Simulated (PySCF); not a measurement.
FH₅OSi₃. Atoms are numbered in the order given.

```xyz
10

F     -2.4205    -0.5452     0.0000
Si    -1.0994     0.4402     0.0000
Si     0.7494    -0.0529     1.4074
O      1.7282    -0.1118     0.0000
Si     0.7494    -0.0529    -1.4074
H     -1.6017     1.8610     0.0000
H      1.2593     1.0049     2.3479
H      0.7254    -1.3754     2.1248
H      0.7254    -1.3754    -2.1248
H      1.2593     1.0049    -2.3479
```

Geometry optimised at PBE-D3(BJ)/def2-SVP. The structure was generated by enumeration, and PubChem lists no compound with its InChIKey, so it may never have been made.

These are PBE/def2-TZVP in PySCF values and carry that method's errors.

Symmetry labels are those of the subgroup Cs that the program uses (full group Cs).

Q: List the valence orbital energies around the gap with their symmetry. (Estimate from the structure and the level; the computed values follow.)

A: 
| orbital | symmetry | energy (eV) |
|---|---|---|
| HOMO−7 | A" | -10.38 |
| HOMO−6 | A" | -9.91 |
| HOMO−5 | A' | -9.81 |
| HOMO−4 | A' | -9.43 |
| HOMO−3 | A" | -8.66 |
| HOMO−2 | A' | -7.44 |
| HOMO−1 | A' | -7.11 |
| HOMO | A" | -6.44 |
| LUMO | A' | -2.30 |
| LUMO+1 | A' | -1.85 |
| LUMO+2 | A" | -0.58 |
| LUMO+3 | A' | -0.33 |
